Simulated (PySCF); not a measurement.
Computed shifts of a molecule C3H7FOSi, PBE/pcSseg-1 run with PySCF, GIAO, gas phase, atoms alike by connectivity averaged where their shifts nearly agree, in ppm (number of nuclei): ¹³C: 137.7 (1), 127.8 (1), 24.6 (1). ²⁹Si: -12.7 (1). ¹⁹F: -186.3 (1). ¹H: 6.19 (1), 5.81 (2), 5.33 (1), 2.44 (1), 2.32 (1), 1.95 (1). References: ¹³C against TMS (σ = 182.0 ppm); ²⁹Si against TMS (σ = 335.4 ppm); ¹⁷O against H2O (σ = 334.3 ppm); ¹⁹F against CFCl3 (σ = 133.6 ppm); ¹H against TMS (σ = 31.49 ppm), references at their B3LYP-D3(BJ)/def2-TZVP geometries, non-relativistic. The structure is a stationary point at ωB97X-D3(BJ)/def2-SVP. One conformer was computed; it need not be the lowest.

Task: Pick the molecule that these values belong to.
A. C[C@@H](C=O)[SiH2]F
B. C[Si@@H](O)/C=C/F
C. C=CC[Si@H](O)F
D. CC(=O)[Si@@H](C)F

Result: C, C=CC[Si@H](O)F
